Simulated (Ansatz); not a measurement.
One change: `CC[NH][SbH2]` becomes `CCNC`.

Ansatz, PBE0-D4/def2-TZVP geometries, multiplicity 1. Each molecule was computed in one conformer, which needn't be the lowest.

Elements past krypton have def2 core potentials.

| property | `CC[NH][SbH2]` |
| --- | --- |
| HOMO energy (PBE/def2-TZVPP) / eV | -5.38 |
| HOMO–LUMO gap (B3LYP/def2-TZVPP) / eV | 5.70 |
| size of the dipole moment (ωB97M-V/def2-TZVPP) / D | 0.80 |
| LUMO energy (B3LYP/def2-TZVPP) / eV | -0.79 |
| LUMO energy (PBE/def2-TZVPP) / eV | -1.32 |
| size of the dipole moment (PBE/def2-TZVPP) / D | 0.84 |

(1) What does the change do to each property? (Estimate.)

Answers

(1) The calculation gave: 
| property | `CCNC` | shift |
| --- | --- | --- |
| HOMO energy (PBE/def2-TZVPP) / eV | -4.95 | 0.43 |
| HOMO–LUMO gap (B3LYP/def2-TZVPP) / eV | 7.04 | 1.34 |
| size of the dipole moment (ωB97M-V/def2-TZVPP) / D | 0.90 | 0.10 |
| LUMO energy (B3LYP/def2-TZVPP) / eV | 0.88 | 1.67 |
| LUMO energy (PBE/def2-TZVPP) / eV | 0.41 | 1.73 |
| size of the dipole moment (PBE/def2-TZVPP) / D | 0.82 | -0.02 |

With PBE0 the HOMO rises by 0.35 eV and the LUMO rises by 1.78 eV, so the gap widens by about 1.43 eV. PBE moves the HOMO by 0.43 eV and ωB97M-V by 0.26 eV. Dipoles are sizes alone; their direction can turn.

B3LYP here is the variant with VWN-RPA as its local correlation; programs differ in this.

Spin–orbit coupling is left out; it splits and shifts lone-pair levels of the heavy atoms by tenths of an eV.
